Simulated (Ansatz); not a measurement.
Job for Ansatz (an electronic-structure program): R-CCSD(T)/def2-SVPD on C2H3I (a complex), monomers drawn apart or pushed together. Elements past Kr take the def2 small-core potentials; no spin–orbit coupling. The run froze 11 orbitals, filled d shells among them.

Ansatz 0.2 input:
```yaml
crystal:
  periodic: [false, false, false]
  atoms:
    - {symbol: C, position_ang: [-0.33174177, 0.14491851, 0.27934740]}
    - {symbol: C, position_ang: [0.86025267, 0.23622170, 0.34974663]}
    - {symbol: H, position_ang: [-1.38993014, 0.06400416, 0.21552895]}
    - {symbol: H, position_ang: [1.91859748, 0.31735937, 0.41060676]}
    - {symbol: I, position_ang: [-0.02200996, -0.14209626, 5.41171133]}
    - {symbol: H, position_ang: [0.07222179, -0.03866108, 3.79582131]}
basis:
  gaussian:
    orbitals: def2-SVPD
magnetization: {spin_polarized: false}
correlation: {method: ccsd_t, electrons: outside_noble_gas}
scf: {lower_state_search: off}
```

The head of its log:

```
WARN ansatz: RAYON_NUM_THREADS=1 ignored (pool sized by the plan → 1); use --threads N
Functional definition: HF
these checks for a lower state are left out or cut short: stability, starts, cluster_reference, orbital_swaps, neighbouring_geometries, increment
integrals: 0.14 GiB planned
1087 factors; integrals over basis functions are off by at most 8.1e-4 eV
mean field: 0.27 GiB planned
mean field evaluation 1: about -10175.3372 eV, gradient 2.1e1 eV
mean field evaluation 2: about -10175.5258 eV, gradient 2.1e1 eV
mean field evaluation 4: about -10177.0042 eV, gradient 1.7e0 eV
mean field evaluation 8: about -10177.0205 eV, gradient 4.7e-4 eV
mean field -10177.02048111 eV, -373.9986044484 hartree, gradient 1.2e-6 eV, S^2 0.000000; 0 other end points of the search recorded, 0 dependent functions left out
11 core orbitals not correlated
reference -10177.02048111 eV, -373.9986044484 hartree; 9, 9 occupied and 79, 79 virtual orbitals, 1087 factors
```

Q: Give the final energy of this run.

A: -374.4266 hartree (reference determinant -373.9986, T1 diagnostic 0.011).
